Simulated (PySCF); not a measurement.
Zr (SMILES [Zr]), triplet (all electrons, no relativity); B3LYP/3-21G (PySCF).

Here is a job for PySCF.
```python
from pyscf import gto, scf, dft

mol = gto.M(
    atom='''
Zr    0.000000    0.000000    0.000000
''',
    basis='3-21g',
    charge=0,
    spin=2,
    verbose=5,
)

mf = dft.UKS(mol)
mf.xc = 'b3lyp'
mf.kernel()
```

**Question.** What does PySCF print? Leave out banner, timings and long lists.

**Answer.** 
```
PySCF version 2.14.0

[INPUT] verbose = 5
[INPUT] max_memory = 4000
[INPUT] num. atoms = 1
[INPUT] num. electrons = 40
[INPUT] charge = 0
[INPUT] spin (= nelec alpha-beta = 2S) = 2
[INPUT] symmetry False subgroup None
[INPUT] Mole.unit = angstrom
[INPUT] Symbol           X                Y                Z      unit          X                Y                Z       unit  Magmom
[...]
[INPUT] ---------------- BASIS SET ----------------
[INPUT] l, kappa, [nprim/nctr], expnt,             c_1 c_2 ...
[INPUT] Zr
[...]
                                1221.668          0.369399
                                267.6917          0.688728
[...]
                                78.30495          0.08584
                                24.84523          0.967513
[...]
                                17.57415          1.409596
                                3.742985          1.009349
[...]
                                1.178992          0.423285
                                0.444697          0.814068
[...]
                                0.062116          1.120709
[...]
                                78.30495          0.596569
                                24.84523          0.416785
[...]
                                17.57415          1.11209
                                3.742985          0.736802
[...]
                                1.178992          0.459976
                                0.444697          0.605849
[...]
                                0.062116          1.000384
[...]
                                14.77416          0.500554
                                4.358961          0.578782
[...]
                                0.643313          0.797207
[...]
nuclear repulsion = 0
number of shells = 14
number of NR pGTOs = 81
number of NR cGTOs = 36
basis = 3-21g
ecp = {}

******** <class 'pyscf.dft.uks.UKS'> ********
method = UKS
initial guess = minao
damping factor = 0
level_shift factor = 0
DIIS = <class 'pyscf.scf.diis.CDIIS'>
diis_start_cycle = 1
diis_space = 8
diis_damp = 0
SCF conv_tol = 1e-09
SCF conv_tol_grad = None
SCF max_cycles = 50
direct_scf = True
direct_scf_tol = 1e-13
number electrons alpha = 21  beta = 19
XC library pyscf.dft.libxc version 7.1.2
    S. Lehtola, C. Steigemann, M. J. T. Oliveira, and M. A. L. Marques,  SoftwareX 7, 1–5 (2018)
XC functionals = b3lyp
    P. J. Stephens, F. J. Devlin, C. F. Chabalowski, and M. J. Frisch,  J. Phys. Chem. 98, 11623 (1994)
radial grids:
[...]
  beta  mo_energy =
[-6.38505235e+02 -8.80726503e+01 -8.04293960e+01 -8.04293944e+01
 -8.04293936e+01 -1.47683423e+01 -1.17855784e+01 -1.17855766e+01
 -1.17855749e+01 -6.89009365e+00 -6.89009291e+00 -6.89009200e+00
 -6.88458501e+00 -6.88458487e+00 -2.01368599e+00 -1.18763394e+00
 -1.18762550e+00 -1.18762108e+00 -1.58996916e-01 -7.53166955e-02
 -7.53084380e-02 -7.53048992e-02 -5.70857875e-02 -5.70857262e-02
 -3.24218283e-02 -3.24150531e-02 -3.24119641e-02  4.83787507e-02
  8.43402949e-02  8.43469161e-02  8.43498820e-02  6.87108853e-01
  6.87115684e-01  6.87118598e-01  7.00697138e-01  7.00697227e-01]
multiplicity <S^2> = 2.0021416  2S+1 = 3.0014274
nelec by numeric integration = [21. 19.]
E1 = -4868.036646505286  E2 = 1343.9994175568795  Ecoul = 1456.0110752250653  Exc = -112.01165766818586
cycle= 22 E= -3524.03722894841  delta_E= -2.99e-10  |g|= 2.4e-06  |ddm|= 0.000151
  alpha mo_energy =
[-6.38505320e+02 -8.80790055e+01 -8.04342925e+01 -8.04342922e+01
 -8.04342919e+01 -1.47725016e+01 -1.17902291e+01 -1.17902256e+01
 -1.17902240e+01 -6.89833296e+00 -6.89833255e+00 -6.89328162e+00
 -6.89327890e+00 -6.89327790e+00 -2.05817453e+00 -1.24079251e+00
 -1.24079025e+00 -1.24078891e+00 -2.03325407e-01 -2.03324680e-01
 -1.72925624e-01 -9.74537293e-02 -9.74527310e-02 -9.74512821e-02
 -3.68205609e-02 -3.68190350e-02 -3.68157953e-02  4.23105143e-02
  7.78763114e-02  7.78776697e-02  7.78805460e-02  6.49487784e-01
  6.49488750e-01  6.74361921e-01  6.74363682e-01  6.74364709e-01]
  beta  mo_energy =
[-6.38505235e+02 -8.80726502e+01 -8.04293959e+01 -8.04293943e+01
 -8.04293936e+01 -1.47683423e+01 -1.17855784e+01 -1.17855765e+01
 -1.17855751e+01 -6.89009364e+00 -6.89009282e+00 -6.89009206e+00
 -6.88458498e+00 -6.88458487e+00 -2.01368601e+00 -1.18763397e+00
 -1.18762531e+00 -1.18762129e+00 -1.58996934e-01 -7.53165378e-02
 -7.53084723e-02 -7.53049979e-02 -5.70857905e-02 -5.70857363e-02
 -3.24216257e-02 -3.24150860e-02 -3.24120758e-02  4.83787635e-02
  8.43404886e-02  8.43468733e-02  8.43497691e-02  6.87108978e-01
  6.87115658e-01  6.87118485e-01  7.00697128e-01  7.00697225e-01]
multiplicity <S^2> = 2.0021416  2S+1 = 3.0014274
nelec by numeric integration = [21. 19.]
E1 = -4868.036648670895  E2 = 1343.999419722403  Ecoul = 1456.0110774560944  Exc = -112.01165773369138
Extra cycle  E= -3524.03722894849  delta_E= -8.59e-11  |g|= 2.17e-06  |ddm|= 2.66e-05
converged SCF energy = -3524.03722894849  <S^2> = 2.0021416  2S+1 = 3.0014274
```
